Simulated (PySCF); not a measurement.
Species: C3H10B3N3.
Atom-mapped SMILES: `[BH:1]1[NH:2][BH:3][N:4]([CH:5]2[CH2:6][CH2:7]2)[BH:8][NH:9]1` (hydrogens: H10 on B1; H11 on N2; H12 on B3; H13 on C5; H14, H15 on C6; H16, H17 on C7; H18 on B8; H19 on N9)

Geometry (PBE0-D3(BJ)/def2-SVP, Å), atoms numbered from 1 in this order:
```
atom  x, y, z in Å
B1     2.6296   -1.0783   -0.0169
N2     1.6863   -1.7424    0.8200
B3     0.3258   -1.3294    0.9311
N4    -0.1153   -0.2050    0.1592
C5    -1.4690    0.2698    0.2966
C6    -2.3277    0.4549   -0.9149
C7    -2.6198   -0.6553    0.0528
B8     0.8049    0.5015   -0.6828
N9     2.1537    0.0443   -0.7547
H10    3.7778   -1.4488   -0.0969
H11    1.9901   -2.5408    1.3612
H12   -0.4406   -1.9160    1.6590
H13   -1.6046    1.0052    1.0986
H14   -2.9953    1.3193   -0.9504
H15   -1.8898    0.1820   -1.8785
H16   -2.3783   -1.6742   -0.2607
H17   -3.4946   -0.5776    0.7031
H18    0.4437    1.4631   -1.3202
H19    2.7965    0.5414   -1.3567
```

All values: PBE0/pcSseg-1 and B3LYP/def2-SVPD (PySCF, non-relativistic), on one gas-phase PBE0-D3(BJ)/def2-SVP geometry that isn't relaxed in the solvent. The solvent is an IEF-PCM continuum (van der Waals radii × 1.2). Specific hydrogen bonds and non-electrostatic terms are outside this model.

Gas phase at PBE0/pcSseg-1: HOMO -7.47 eV, LUMO 0.29 eV, dipole 0.03 D.

Q: What does the continuum do to the energy, the frontier levels and the dipole at PBE0/pcSseg-1 in chloroform?

A: 
```tsv
solvent	ε	E(solvent) − E(gas) (kJ/mol)	polarisation term (kJ/mol)	distortion of the solute (kJ/mol)	HOMO (eV)	LUMO (eV)	dipole (D)
chloroform	4.711	-10.11	-10.70	0.59	-7.45	0.27	0.06
```

The first energy column is the sum of the next two and covers electrostatics alone.

Q: Which Hirshfeld charges (PBE0/pcSseg-1) respond most in chloroform (means over atoms taken as equivalent)?

A: 
| atoms | environment | gas (e) | solvent (e) | change |
| --- | --- | --- | --- | --- |
| H11/H19 | N–H hydrogen | +0.134 | +0.141 | +0.007 |
| B1 | three-coordinate boron | +0.158 | +0.155 | -0.003 |
| H12/H18 | B–H hydrogen | -0.067 | -0.070 | -0.003 |
| H13 | methine hydrogen | +0.046 | +0.049 | +0.003 |
| B3/B8 | three-coordinate boron | +0.156 | +0.153 | -0.003 |
| H14/H17 | methylene hydrogen | +0.049 | +0.051 | +0.002 |

Q: How do the nuclear quadrupole coupling constants eQVzz/h respond in chloroform?

A: 
| nucleus | Q (barn) | gas (MHz) | solvent (MHz) | η gas | η solvent |
| --- | --- | --- | --- | --- | --- |
| 11B at B1 | 0.04059 | 3.56 | 3.54 | 0.10 | 0.09 |
| 14N at N2 | 0.02044 | 1.75 | 1.60 | 0.38 | 0.37 |
| 11B at B3 | 0.04059 | 3.53 | 3.51 | 0.10 | 0.10 |
| 14N at N4 | 0.02044 | 2.31 | 2.27 | 0.33 | 0.32 |
| 11B at B8 | 0.04059 | 3.53 | 3.51 | 0.10 | 0.10 |
| 14N at N9 | 0.02044 | 1.76 | 1.60 | 0.38 | 0.37 |

Gas phase at B3LYP/def2-SVPD: HOMO -7.27 eV, LUMO -0.06 eV, dipole 0.04 D.

Q: What does the continuum do to the energy, the frontier levels and the dipole at B3LYP/def2-SVPD in chloroform?

A: 
| solvent | ε | E(solvent) − E(gas) (kJ/mol) | polarisation term (kJ/mol) | distortion of the solute (kJ/mol) | HOMO (eV) | LUMO (eV) | dipole (D) |
| --- | --- | --- | --- | --- | --- | --- | --- |
| chloroform | 4.711 | -9.37 | -10.00 | 0.63 | -7.21 | -0.05 | 0.05 |

Q: How does the static polarisability (B3LYP/def2-SVPD, frozen core, with the continuum's full static response) change?

A: 
| medium | isotropic (au) | principal values (au) | ⟨r²⟩ of the electrons (bohr²) |
| --- | --- | --- | --- |
| gas | 94.5 | 69.7, 97.7, 116.2 | 1277.7 |
| chloroform | 116.1 | 86.7, 122.8, 138.7 | 1277.2 |

The isotropic value in chloroform is 1.23 times the gas-phase one; no cavity-field correction is applied. ⟨r²⟩ is taken about the centre of nuclear charge.
